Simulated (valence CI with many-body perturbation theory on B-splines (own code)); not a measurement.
The numbers below are computed, except where a source is named.
## Hyperfine factors and g values of Fe¹²⁺

Method: valence CI with perturbative core correlation (CI+MBPT): four valence electrons over a frozen Dirac-Fock core [Ne], a basis of 11 s, 11 p, 10 d, 8 f, 5 g, 2 h functions for each j, with the one-electron correlation potential Σ1, the two-electron term Σ2, the three-electron term Σ3, Breit, model QED; selected CI, second order for the rest, scaled by the run's own slope (own B-spline code, finite nucleus).

No measured levels were compared; by estimate levels of excited configurations hold to 0.05 to 0.15 % of their energy, terms of the ground configuration to about 0.5 %. Among the levels kept, up to 530 cm⁻¹ of a level comes from second order outside the variational space, and about a tenth of that is noise between levels of different J, which matters for small intervals.

A/g_I is the dipole constant over the nuclear g factor μ/I (μ in nuclear magnetons, uniformly magnetised nucleus), B/Q the quadrupole constant per barn. Both hold the static response of the core; the bare values leave it out. Large factors of s and p1/2 electrons are usually good to 5 to 10 %; those of open d and f shells near neutrality can be off by tens of per cent, and small factors of p3/2, d and f electrons come from cancelling terms and can be off by a factor of two or in sign, in half-filled shells by more. B is blank for J = 1/2, where it vanishes, and for nearly pure S terms. Energies count from the lowest level. Levels with J = 0 are left out.

Names give the largest LS component (configuration and term), which can be under half, so a name can repeat, a term be missing and a line seem to break the LS rules; names also repeat where a configuration has a term twice.

```tsv
Level	E (cm⁻¹)	g	A/g_I (MHz)	A/g_I bare	B/Q (MHz/b)	B/Q bare
3s2.3p2 3P_1	9298	1.500	-1.23	206	4020	3830
3s2.3p2 3P_2	18580	1.455	6760	6580	-6100	-5810
3s2.3p2 1D_2	48220	1.045	6990	6690	14100	13400
3s.3p3 5S°_2	214370	1.996	20300	19600		
3s.3p3 3D°_1	287200	0.534	-11900	-11300	2820	2690
3s.3p3 3D°_2	287350	1.185	11400	10900	5530	5280
3s.3p3 3D°_3	290190	1.333	18500	17600	-896	-840
3s.3p3 3P°_1	329770	1.470	25500	24200	-3220	-3070
3s.3p3 3P°_2	330400	1.459	18700	17900	-5680	-5410
3s.3p3 1D°_2	362430	1.025	7420	7110	-2740	-2590
3s.3p3 3S°_1	415970	1.783	-12900	-11500	-15.0	-11.8
3s2.3p.3d 3F°_2	430030	0.670	6240	6010	6040	5870
3s2.3p.3d 3F°_3	436820	1.084	3860	3830	6410	6240
3s.3p3 1P°_1	438580	1.211	364	604	150	149
3s2.3p.3d 3F°_4	446900	1.250	2150	2230	9490	9210
3s2.3p.3d 3P°_2	486570	1.261	2170	2280	329	391
3s2.3p.3d 3P°_1	495040	1.142	-2620	-2150	1900	1850
3s2.3p.3d 1D°_2	499150	1.167	1790	1880	-736	-631
3s2.3p.3d 3D°_1	506630	0.861	2540	2560	-4730	-4550
3s2.3p.3d 3D°_3	509290	1.329	4060	4080	-5560	-5220
3s2.3p.3d 3D°_2	509380	1.234	3980	4010	-5870	-5610
3s2.3p.3d 1F°_3	557350	1.002	3200	3170	9250	8990
3s2.3p.3d 1P°_1	571360	0.995	-1070	-815	1240	1240
3p4 3P_2	602430	1.445	6410	6440	2640	2540
3p4 3P_1	615190	1.499	3780	3990	-2270	-2180
3p4 1D_2	626770	1.054	8110	7790	-12100	-11600
3s.3p2.3d 5F_1	633790	0.018	-15000	-14200	-802	-715
3s.3p2.3d 5F_2	636030	1.014	2860	2900	820	829
3s.3p2.3d 5F_3	639570	1.261	7170	7020	1140	1170
3s.3p2.3d 5F_4	644580	1.355	8990	8750	-493	-342
3s.3p2.3d 5F_5	651010	1.399	10600	10200	-6760	-6270
3s.3p2.3d 5D_1	657520	1.486	12600	12200	-3870	-3720
3s.3p2.3d 5D_2	658620	1.480	12300	12000	-4150	-3980
3s.3p2.3d 5D_3	660290	1.476	12000	11700	-1780	-1680
```

Question: Take the isotope of mass number 57, with I = 1/2, μ = 0.09064 μN. What is the hyperfine structure of 3s.3p3 5S°_2?

Answer: From the table A = 3680 MHz. Shifts from the centre of gravity in MHz: F = 3/2: -5520, F = 5/2: 3680.
